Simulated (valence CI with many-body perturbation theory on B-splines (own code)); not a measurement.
Sn I: calculation against measured levels

Computed by relativistic CI+MBPT: four valence electrons over a frozen Dirac-Fock core [Kr] 4d10, a basis of 11 s, 11 p, 9 d, 7 f, 5 g, 2 h, 1 i functions for each j, with the one-electron correlation potential Σ1 (screened to all orders), the two-electron term Σ2, the three-electron term Σ3, Breit, model QED; selected single and double excitations, second order for the rest, scaled by the run's own slope (own B-spline code, finite nucleus).

Against 31 measured levels this calculation errs by 50 cm⁻¹ on average and by 287 at most. These come from a selection out of the NIST Handbook of Basic Atomic Spectroscopic Data. Levels without a partner in it may be off by more. Among the levels kept, up to 400 cm⁻¹ of a level comes from second order outside the variational space, and about a tenth of that is noise between levels of different J, which matters for small intervals.

Measured levels: NIST Handbook of Basic Atomic Spectroscopic Data (Sansonetti and Martin, J. Phys. Chem. Ref. Data 34, 1559 (2005)). Pairs share parity and J, and are chosen by configuration, term and nearness in energy; levels without a clear partner are left out. Energies in cm⁻¹ above the measured ground level. The last column is blank where CI alone has no clear partner.

Names give the largest LS component (configuration and term), which can be under half, so a name can repeat, a term be missing and a line seem to break the LS rules; names also repeat where a configuration has a term twice.

```
 Computed label  Label in the source  Measured  Computed  Difference  CI alone, difference
   5s2 5p2 3P_0               5p2 3P         0       0.0           0                     0
   5s2 5p2 3P_1               5p2 3P    1691.8    1695.2          +3                  -242
   5s2 5p2 3P_2               5p2 3P    3427.7    3430.3          +3                  -386
   5s2 5p2 1D_2               5p2 1D    8613.0    8572.9         -40                  -556
   5s2 5p2 1S_0               5p2 1S   17162.5   17075.6         -87                  -817
5s2 5p 6s 3P°_0            5p 6s 3P°   34640.8   34739.6         +99                 -1246
5s2 5p 6s 3P°_1            5p 6s 3P°   34914.3   35007.8         +94                 -1249
5s2 5p 6s 3P°_2            5p 6s 3P°   38628.9   38728.9        +100                 -1704
5s2 5p 6s 1P°_1            5p 6s 1P°   39257.1   39351.0         +94                 -1654
   5s 5p3 5S°_2           5s 5p3 5S°   39625.5   39338.1        -287                 -5432
 5s2 5p 6p 3D_1             5p 6p 3D   42342.2   42329.0         -13                 -1506
 5s2 5p 6p 3P_1             5p 6p 1P   43368.6   43359.1         -10                 -1524
 5s2 5p 6p 3D_2             5p 6p 3D   43430.1   43419.4         -11                 -1519
5s2 5p 5d 1D°_2            5p 5d 1D°   43682.7   43628.0         -55                      
 5s2 5p 6p 3P_0             5p 6p 3P   43799.1   43785.7         -13                 -1515
5s2 5p 5d 3D°_2            5p 5d 3D°   44144.4   44071.8         -73                      
5s2 5p 5d 3D°_1            5p 5d 3D°   44508.7   44429.4         -79                 -2775
5s2 5p 5d 3F°_3            5p 5d 3D°   44576.0   44524.6         -51                 -2390
 5s2 5p 6p 1P_1             5p 6p 3P   46603.5   46592.9         -11                 -1949
 5s2 5p 6p 3D_3             5p 6p 3D   47006.8   46995.6         -11                 -1958
5s2 5p 5d 3F°_2            5p 5d 3F°   47145.7   47068.3         -77                 -2914
 5s2 5p 6p 3P_2             5p 6p 3P   47235.2   47235.5           0                 -1927
5s2 5p 5d 3D°_3            5p 5d 3F°   47487.7   47395.3         -92                 -3061
 5s2 5p 6p 3S_1             5p 6p 3S   47805.8   47805.7           0                 -1918
5s2 5p 5d 3F°_4            5p 5d 3F°   48107.3   48071.9         -35                 -2524
 5s2 5p 6p 1D_2             5p 6p 1D   48189.8   48189.7           0                 -1927
5s2 5p 5d 3P°_2            5p 5d 3P°   48669.4   48617.8         -52                 -2637
5s2 5p 5d 3P°_1            5p 5d 3P°   48981.9   48913.0         -69                      
 5s2 5p 6p 1S_0             5p 6p 1S   49406.2   49408.8          +3                 -1876
5s2 5p 5d 3P°_0            5p 5d 3P°   49487.1   49453.5         -34                 -2625
5s2 5p 5d 1F°_3            5p 5d 1F°   49893.8   49873.7         -20                 -2131
5s2 5p 5d 1P°_1            5p 5d 1P°   50126.0   50081.5         -44                 -2369
```

Over 31 excited levels the mean absolute difference is 50 cm⁻¹, the median 40 and the largest 287. For the 28 levels that pair on every rung the mean is CI alone 1940, + Σ1 1533, + Σ2 47, + Σ3 51, + Breit 55, + QED 49. The comparison draws on a selection of the measured levels: 32 of the 58 computed ones have a partner in it, and others may be off by more.

Rates against NIST Handbook of Basic Atomic Spectroscopic Data (Sansonetti and Martin, J. Phys. Chem. Ref. Data 34, 1559 (2005)):

| λ vac, measured (nm) | Upper | Lower | A computed (s⁻¹) | A tabulated (s⁻¹) |
| --- | --- | --- | --- | --- |
| 220.00 | 5s2 5p 5d 3F°_2 | 5s2 5p2 3P_1 | 4.49e+07 | 2.90e+07 |
| 221.03 | 5s2 5p 5d 3P°_2 | 5s2 5p2 3P_2 | 1.10e+08 | 5.60e+07 |
| 224.68 | 5s2 5p 5d 3D°_1 | 5s2 5p2 3P_0 | 1.64e+08 | 1.48e+08 |
| 226.96 | 5s2 5p 5d 3D°_3 | 5s2 5p2 3P_2 | 9.65e+07 | 1.14e+08 |
| 235.56 | 5s2 5p 5d 3D°_2 | 5s2 5p2 3P_1 | 1.55e+08 | 1.85e+08 |
| 242.24 | 5s2 5p 5d 1F°_3 | 5s2 5p2 1D_2 | 1.76e+08 | 2.50e+08 |
| 243.02 | 5s2 5p 5d 3F°_3 | 5s2 5p2 3P_2 | 1.37e+08 | 1.50e+08 |
| 266.20 | 5s2 5p 6s 1P°_1 | 5s2 5p2 3P_1 | 1.04e+07 | 1.53e+07 |
| 270.73 | 5s2 5p 6s 3P°_2 | 5s2 5p2 3P_1 | 6.12e+07 | 5.39e+07 |
| 284.08 | 5s2 5p 6s 3P°_2 | 5s2 5p2 3P_2 | 1.43e+08 | 1.57e+08 |
| 286.42 | 5s2 5p 6s 3P°_1 | 5s2 5p2 3P_0 | 5.40e+07 | 5.44e+07 |
| 301.00 | 5s2 5p 6s 3P°_1 | 5s2 5p2 3P_1 | 3.68e+07 | 3.55e+07 |
| 303.50 | 5s2 5p 6s 3P°_0 | 5s2 5p2 3P_1 | 1.90e+08 | 1.89e+08 |
| 317.60 | 5s2 5p 6s 3P°_1 | 5s2 5p2 3P_2 | 9.07e+07 | 8.93e+07 |
| 326.33 | 5s2 5p 6s 1P°_1 | 5s2 5p2 1D_2 | 1.75e+08 | 2.70e+08 |
| 380.21 | 5s2 5p 6s 3P°_1 | 5s2 5p2 1D_2 | 1.72e+07 | 2.80e+07 |
| 452.60 | 5s2 5p 6s 1P°_1 | 5s2 5p2 1S_0 | 9.05e+06 | 2.60e+07 |
